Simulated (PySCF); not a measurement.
# Two-component Hartree-Fock for Tc²⁹⁺ (technetium, charge +29)

Start: [Ne] 3s2 3p2; 3p1/2 filled at m_j = -1/2, +1/2. Calculated with PySCF 2.14 in an uncontracted even-tempered set (19 s from 4.6 bohr⁻², ratio 2.4; 13 p from 6 bohr⁻², ratio 2.4; 5 d from 22 bohr⁻², ratio 2.6; 4 f from 33 bohr⁻², ratio 2.6): generalised Hartree-Fock with the X2C-1e Hamiltonian and a Gaussian nucleus; one run each with spin-orbit coupling (SO) switched off, then screened by Boettger's factors.

| spinor shell | electrons | ε, spin-free (eV) | ε, screened SO (eV) | weight of nominal j (screened SO) | rms radius, screened SO (bohr) |
| --- | --- | --- | --- | --- | --- |
| 1s1/2 | 2 | -22651.1 | -22647.7 | 1.000 | 0.0393 |
| 2s1/2 | 2 | -4518.3 | -4516.5 | 1.000 | 0.159 |
| 2p1/2 | 2 | -4196.1 | -4283.4 | 1.000 | 0.138 |
| 2p3/2 | 4 | -4196.1 | -4152.9 | 1.000 | 0.143 |
| 3s1/2 | 2 | -1711.2 | -1710.4 | 1.000 | 0.389 |
| 3p1/2 | 2 | -1622.9 | -1635.0 | 1.000 | 0.376 |

```
   quantity    spin-free  screened SO
E (hartree)  -3667.06206  -3668.70603
        M_J            0            0
       ⟨J²⟩        2.001        0.000
       ⟨L²⟩        2.001        1.335
       ⟨S²⟩        2.000        1.335
```

Breit and QED terms are absent; they matter most for the inner s and p1/2 levels.

Densities and radii are taken from the X2C orbitals without a picture-change correction, which distorts them close to the nucleus.

Without spin-orbit coupling the j labels of p, d and f shells carry no meaning; the spin-free column gives the mean over the occupied spinors of each nl shell.
